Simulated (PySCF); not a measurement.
# Radial density of Zr²⁺ (zirconium, charge +2)

M06-2X, [Kr] 4d2, high-spin 3F determinant. All numbers are calculated (PySCF 2.14, scalar relativity through the core potential, in cc-pVDZ-PP with ECP28MDF (4s4p3d1f, 38 functions)). This is the valence pseudo-density: the core potential removes the inner electrons and smooths the orbitals near the nucleus.

```
r (bohr)  4πr²ρ (e/bohr)  4πr²(ρα − ρβ)
  0.0620       2.989e-05         0.0000
   0.104       0.0001260         0.0000
   0.175       0.0009636         0.0001
   0.295         0.01560         0.0019
   0.496          0.4490         0.0365
   0.834           5.437         0.3853
    1.40           7.533         1.0887
    2.36           1.486         0.6847
    3.97         0.09544         0.0884
    6.68       0.0006185         0.0006
```

Energies and moments cover only the electrons outside the core potential.
